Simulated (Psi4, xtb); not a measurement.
Internal rotation in C10H6F2S, SMILES c1sccc1-c1c(cccc1F)F. Scanned: dihedral C2–C8–C9–C10; all other coordinates were relaxed at GFN2-xTB. Points at φ and −φ are mirror images. Heavy atoms are numbered in the order of the SMILES Fc1cccc(F)c1-c1ccsc1, hydrogens after them in the order of the atoms that carry them; the mirror image has the same energies with the sign of each dihedral reversed.

- GFN1-xTB // GFN2-xTB (xtb)
- B3LYP-D3(BJ)/def2-SVP // GFN2-xTB (Psi4)
- PBE-D3(BJ)/def2-SVP // GFN2-xTB (Psi4)

Energies in kJ/mol, each method relative to its own lowest point.

```json
[
 {"φ / °": "-150", "GFN1-xTB": "0.0", "B3LYP-D3(BJ)/def2-SVP": "0.0", "PBE-D3(BJ)/def2-SVP": "0.0"},
 {"φ / °": "-120", "GFN1-xTB": "6.7", "B3LYP-D3(BJ)/def2-SVP": "5.6", "PBE-D3(BJ)/def2-SVP": "6.0"},
 {"φ / °": "-90", "GFN1-xTB": "12.9", "B3LYP-D3(BJ)/def2-SVP": "11.8", "PBE-D3(BJ)/def2-SVP": "12.6"},
 {"φ / °": "-60", "GFN1-xTB": "6.9", "B3LYP-D3(BJ)/def2-SVP": "5.9", "PBE-D3(BJ)/def2-SVP": "6.3"},
 {"φ / °": "-30", "GFN1-xTB": "0.0", "B3LYP-D3(BJ)/def2-SVP": "0.0", "PBE-D3(BJ)/def2-SVP": "0.0"},
 {"φ / °": "0", "GFN1-xTB": "3.6", "B3LYP-D3(BJ)/def2-SVP": "3.4", "PBE-D3(BJ)/def2-SVP": "2.6"},
 {"φ / °": "30", "GFN1-xTB": "0.0", "B3LYP-D3(BJ)/def2-SVP": "0.0", "PBE-D3(BJ)/def2-SVP": "0.0"},
 {"φ / °": "60", "GFN1-xTB": "6.9", "B3LYP-D3(BJ)/def2-SVP": "5.9", "PBE-D3(BJ)/def2-SVP": "6.3"},
 {"φ / °": "90", "GFN1-xTB": "12.9", "B3LYP-D3(BJ)/def2-SVP": "11.8", "PBE-D3(BJ)/def2-SVP": "12.6"},
 {"φ / °": "120", "GFN1-xTB": "6.7", "B3LYP-D3(BJ)/def2-SVP": "5.6", "PBE-D3(BJ)/def2-SVP": "6.0"},
 {"φ / °": "150", "GFN1-xTB": "0.0", "B3LYP-D3(BJ)/def2-SVP": "0.0", "PBE-D3(BJ)/def2-SVP": "0.0"},
 {"φ / °": "180", "GFN1-xTB": "3.6", "B3LYP-D3(BJ)/def2-SVP": "3.4", "PBE-D3(BJ)/def2-SVP": "2.6"}
]
```
